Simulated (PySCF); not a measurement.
Molfile (atoms numbered from 1):
```
C8H19OP
     RDKit          3D

 29 28  0  0  0  0  0  0  0  0999 V2000
   -1.9034    0.3852   -1.1574 C   0  0  0  0  0  0  0  0  0  0  0  0
   -1.6538   -0.2789    0.1919 C   0  0  0  0  0  0  0  0  0  0  0  0
   -2.6741    0.2180    1.2249 C   0  0  0  0  0  0  0  0  0  0  0  0
   -1.7410   -1.8034    0.0990 C   0  0  0  0  0  0  0  0  0  0  0  0
   -0.0173    0.1664    0.9528 P   0  0  0  0  0  5  0  0  0  0  0  0
    0.2096   -0.6157    2.2161 O   0  0  0  0  0  0  0  0  0  0  0  0
    1.4589    0.1031   -0.1769 C   0  0  0  0  0  0  0  0  0  0  0  0
    1.5932   -1.2931   -0.7839 C   0  0  0  0  0  0  0  0  0  0  0  0
    1.4169    1.1799   -1.2579 C   0  0  0  0  0  0  0  0  0  0  0  0
    2.6397    0.3645    0.7680 C   0  0  0  0  0  0  0  0  0  0  0  0
   -2.9480    0.2125   -1.4650 H   0  0  0  0  0  0  0  0  0  0  0  0
   -1.7503    1.4756   -1.1173 H   0  0  0  0  0  0  0  0  0  0  0  0
   -1.2576   -0.0265   -1.9473 H   0  0  0  0  0  0  0  0  0  0  0  0
   -2.6819    1.3174    1.2952 H   0  0  0  0  0  0  0  0  0  0  0  0
   -2.4483   -0.1897    2.2214 H   0  0  0  0  0  0  0  0  0  0  0  0
   -3.6862   -0.1084    0.9338 H   0  0  0  0  0  0  0  0  0  0  0  0
   -2.7757   -2.1018   -0.1358 H   0  0  0  0  0  0  0  0  0  0  0  0
   -1.0886   -2.2111   -0.6865 H   0  0  0  0  0  0  0  0  0  0  0  0
   -1.4543   -2.2608    1.0573 H   0  0  0  0  0  0  0  0  0  0  0  0
   -0.1616    1.5852    1.1158 H   0  0  0  0  0  0  0  0  0  0  0  0
    0.8112   -1.4970   -1.5304 H   0  0  0  0  0  0  0  0  0  0  0  0
    2.5672   -1.3846   -1.2922 H   0  0  0  0  0  0  0  0  0  0  0  0
    1.5433   -2.0684   -0.0043 H   0  0  0  0  0  0  0  0  0  0  0  0
    2.3806    1.1977   -1.7932 H   0  0  0  0  0  0  0  0  0  0  0  0
    1.2629    2.1829   -0.8282 H   0  0  0  0  0  0  0  0  0  0  0  0
    0.6304    1.0027   -2.0036 H   0  0  0  0  0  0  0  0  0  0  0  0
    2.6464   -0.3598    1.5941 H   0  0  0  0  0  0  0  0  0  0  0  0
    3.5849    0.2844    0.2065 H   0  0  0  0  0  0  0  0  0  0  0  0
    2.5926    1.3750    1.2057 H   0  0  0  0  0  0  0  0  0  0  0  0
  1  2  1  0
  2  3  1  0
  2  4  1  0
  2  5  1  0
  5  6  2  0
  5  7  1  0
  7  8  1  0
  7  9  1  0
  7 10  1  0
  1 11  1  0
  1 12  1  0
  1 13  1  0
  3 14  1  0
  3 15  1  0
  3 16  1  0
  4 17  1  0
  4 18  1  0
  4 19  1  0
  5 20  1  0
  8 21  1  0
  8 22  1  0
  8 23  1  0
  9 24  1  0
  9 25  1  0
  9 26  1  0
 10 27  1  0
 10 28  1  0
 10 29  1  0
M  END
```

No relativistic terms, averaged over atoms made equivalent by symmetry, fast rotation or ring inversion, single conformer, no solvent. PBE0/pcSseg-1 with gauge-including orbitals; PBE0-D3(BJ)/def2-SVP structure; PySCF.

**Question.** List the cross peaks expected in HSQC, COSY and HMBC spectra.

**Answer.** 

HSQC (one-bond C–H):
```tsv
δH	δC
1.15 (H11/H12/H13/H14/H15/H16/H17/H18/H19/H21/H22/H23/H24/H25/H26/H27/H28/H29)	26.6 (C1/C3/C4/C8/C9/C10)
```

HMBC (two and three bonds, from the bond graph):
```tsv
δH	δC
6.13 (H20)	35.9 (C2/C7), 26.6 (C1/C3/C4/C8/C9/C10)
1.15 (H11/H12/H13/H14/H15/H16/H17/H18/H19/H21/H22/H23/H24/H25/H26/H27/H28/H29)	35.9 (C2/C7), 26.6 (C1/C3/C4/C8/C9/C10)
```

No COSY cross peaks are expected.

Referencing at the same level of theory: ¹H, ¹³C against TMS.

Short H···H contacts in this conformer between protons four or more bonds apart (candidates for NOE cross peaks, intensity ∝ r⁻⁶): H20···H25 2.48 Å, H14···H20 2.54 Å.

Shifts are as computed. Against solution values, carbons near 30 ppm lie about +2 ppm off and those near 130 ppm about +5 ppm. Of 1211 compounds with measured shifts, 218 miss one by over three times the rms of a fit or turn the order of signals round; such compounds aren't used in these exercises.
